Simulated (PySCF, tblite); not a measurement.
Species: C6H7N3O.
Geometry (GFN2-xTB, Å), atoms numbered from 1 in this order:
```xyz
17
C6H7N3O angstrom
O      4.1343    0.0632   -0.9850
C      3.5012   -0.6086   -0.2094
C      2.0738   -0.4844    0.0243
C      1.1462    0.3875   -0.5386
N     -0.0192    0.0522    0.0365
C     -1.3016    0.6199   -0.1756
C     -2.2260    0.7447    1.0021
C     -2.4999   -0.2770   -0.0543
N      0.1724   -0.9559    0.8958
N      1.4002   -1.2773    0.8952
H      3.9685   -1.3995    0.4045
H      1.2565    1.1674   -1.2613
H     -1.2843    1.3965   -0.9292
H     -2.8523    1.6209    1.0608
H     -1.8524    0.3928    1.9509
H     -2.3049   -1.3090    0.1914
H     -3.3195   -0.1213   -0.7380
```

Level of theory: PBE0/pcSseg-1 in PySCF (dipole) on a GFN2-xTB geometry, gas phase.

Take the most abundant isotopes and a rigid rotor. The values belong to one conformer with, in the numbering `[O:1]=[CH:2][c:3]1[cH:4][n:5]([CH:6]2[CH2:7][CH2:8]2)[n:9][n:10]1`, O1–C2–C3–C4 -1°, C4–N5–C6–C7 -144°.

Give the principal moments of inertia and the rotational constants in cm⁻¹.

Ia = 103.27, Ib = 700.20, Ic = 763.88 u·Å²; 505379 MHz·u·Å²/I gives 4894, 721.8 and 661.6 MHz, that is A = 0.16325, B = 0.02408, C = 0.02207 cm⁻¹.

Classify the top.

A near-prolate asymmetric top; Ray's κ = -0.972.

Is it planar, by Δ = Ic − Ia − Ib?

Not planar: Δ = Ic − Ia − Ib = -39.59 u·Å². For a rigid frame Δ = −2 Σ m c², so Σ m c² = 19.79 u·Å² lies off the ab plane: 6.39 from hydrogen and 13.40 from heavier atoms. The atom farthest from that plane is 1.29 Å away.

List the rotational levels J(Ka,Kc) to J = 5 (MHz).

Above 0(0,0):
J = 1: 1(0,1) 1383, 1(1,1) 5556, 1(1,0) 5616
J = 2: 2(0,2) 4149, 2(1,2) 8262, 2(1,1) 8443, 2(2,1) 20959, 2(2,0) 20960
J = 3: 3(0,3) 8297, 3(1,3) 12322, 3(1,2) 12683, 3(2,2) 25109, 3(2,1) 25113, 3(3,1) 46121, 3(3,0) 46121
J = 4: 4(0,4) 13824, 4(1,4) 17733, 4(1,3) 18335, 4(2,3) 30642, 4(2,2) 30652, 4(3,2) 51656, 4(3,1) 51656, 4(4,1) 81071, 4(4,0) 81071
J = 5: 5(0,5) 20728, 5(1,5) 24497, 5(1,4) 25399, 5(2,4) 37558, 5(2,3) 37580, 5(3,3) 58575, 5(3,2) 58575, 5(4,2) 87989, 5(4,1) 87989, 5(5,1) 125809, 5(5,0) 125809
Those of J = 1 are B + C, A + C and A + B.

Which types of transition are allowed, and where do some lines up to J = 4 fall?

The dipole components are |μa| = 4.51 D, |μb| = 2.37 D, |μc| = 0.00 D. The squared components, which scale the intensities, stand as 1.00 : 0.28 : 0.00 (a : b : c). Some lines, for components of 0.1 D or more:

```
type  branch         J(Ka,Kc)    MHz  lower level (cm⁻¹)
   a       Q  4(1,3) ← 4(1,4)    602               0.592
   a       R  1(0,1) ← 0(0,0)   1383               0.000
   a       R  2(0,2) ← 1(0,1)   2766               0.046
   a       R  2(1,1) ← 1(1,0)   2827               0.187
   b       Q  1(1,0) ← 1(0,1)   4232               0.046
   a       R  4(2,3) ← 3(2,2)   5533               0.838
   b       R  2(1,2) ← 1(0,1)   6879               0.046
   b       R  4(1,4) ← 3(0,3)   9436               0.277
   b       Q  3(2,1) ← 3(1,2)  12430               0.423
   b       R  3(2,2) ← 2(1,1)  16667               0.282
   b       Q  4(3,1) ← 4(2,2)  21004               1.022
   b       Q  3(3,0) ← 3(2,1)  21009               0.838
   b       R  3(3,1) ← 2(2,0)  25161               0.699
   b       R  3(3,0) ← 2(2,1)  25162               0.699
   b       Q  4(4,0) ← 4(3,1)  29415               1.723
```

Its GFN2-xTB frequencies are all real (lowest 36 cm⁻¹). Zero-point vibration and centrifugal distortion are left out. Quadrupole hyperfine structure (14N) is left out.
